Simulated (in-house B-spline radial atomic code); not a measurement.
Results of a calculation; reference values are marked as such.
# Ghost states of the separable form: Mo

Mo, [Kr] 4d5 5s1, non-relativistic LDA (VWN5), spherical and spin-unpolarised, from an all-electron radial atomic-structure program (B-spline basis) (atomic units; all potentials screened as in the neutral atom).

Troullier-Martins channels: 5s (ε = -0.1479, r_c = 2.569 bohr), 4d (ε = -0.1533, r_c = 1.169 bohr). In the Kleinman-Bylander form one channel serves as the local potential, and each other channel l becomes |δV u><u δV|/<u|δV|u>, with δV = V_l − V_local and u the pseudo-orbital. Its strength is E_KB = <u|δV²|u>/<u|δV|u>. By the analysis of Gonze, Stumpf and Scheffler a spurious state lies below the reference level ε if E_KB > 0 and ε is above the second level of the local potential alone, or if E_KB < 0 and ε is above its first. The table's levels are those of angular momentum l in a sphere of 9 bohr, whose wall can lift a shallow ε a little above its free-atom value.

```
local  channel  <u δV u>  <u δV² u>        ε  first local level  second local level
    s        d   -2.0784     9.6174  -0.1532             0.0815              0.3329
    d        s   0.16489    0.50306  -0.1461            -6.7092             -1.1326
```

Q: Apply the rule to each row.

A: Local s, channel d: E_KB = -4.63, so ε = -0.1532 is set against 0.0815: no ghost. Local d, channel s: E_KB = +3.05, so ε = -0.1461 is set against -1.1326: a ghost.

Diagonalising the separable Hamiltonian gives:

```csv
local,channel,three lowest levels,"all-electron, two lowest valence levels"
s,d,"-0.1532, 0.1225, 0.4321","-0.1532, 0.1205"
d,s,"-5.3954, -0.1461, 0.1214","-0.1461, 0.1236"
```

Q: Which choices of local channel are safe?

A: Free of ghosts: s. With d local the s channel has a ghost 5.25 hartree below ε, since the local potential binds more than one state below ε, and a repulsive term of rank one raises each level at most to the next, so it clears only one of them. Among the safe choices the second level, which tests transfer, is off by at most 2.0 millihartree (s local).
